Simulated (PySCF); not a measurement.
**Potential energy of AlBr⁺ along the bond**

Set-up: Al def2-TZVPPD, Br def2-TZVPPD; no relativity (PySCF 2.14). Energies in eV from Al⁺ + Br in their ground configurations at the same level. State: ²Σ⁺ (doublet), unpaired electrons σ ↑.

```tsv
R (Å)	MN15	UHF-CCSD(T)
1.883	-0.373	
1.970	-0.996	-0.947
2.058	-1.324	-1.316
2.123	-1.431	-1.443
2.189	-1.452	-1.478
2.255	-1.411	-1.443
2.342	-1.294	-1.323
2.452	-1.093	-1.102
2.583	-0.839	-0.809
2.758	-0.554
```

Put a parabola through the three lowest points of the MN15 curve and estimate Re, k and ωe (reduced mass 20.11 u; 1 eV/Å² = 0.16022 mdyn/Å; ωe = 1302.8·√(k/μ) cm⁻¹).

Through R = 2.123, 2.189, 2.255 Å the second-order coefficient is 7.12 eV/Å², so Re ≈ 2.178 Å, k ≈ 2.28 mdyn/Å and ωe ≈ 439 cm⁻¹. A polynomial fit of higher order to the unrounded MN15 energies gives Re = 2.175 Å, k = 2.45 mdyn/Å, ωe = 455 cm⁻¹; anharmonicity and rounding make the difference.

The higher-order fit for each curve: MN15: Re = 2.175 Å, ωe = 455 cm⁻¹, De = 1.45 eV; UHF-CCSD(T): Re = 2.186 Å, ωe = 469 cm⁻¹, De = 1.48 eV.

Correlated steps freeze 14 core orbitals. Spin–orbit coupling is left out. For an ion De counts to the pair picked by the measured ionisation energies or electron affinities, which need not be the lowest pair at this level. The state is the lowest determinant that a PBE0 search found; another state may lie lower at other levels.
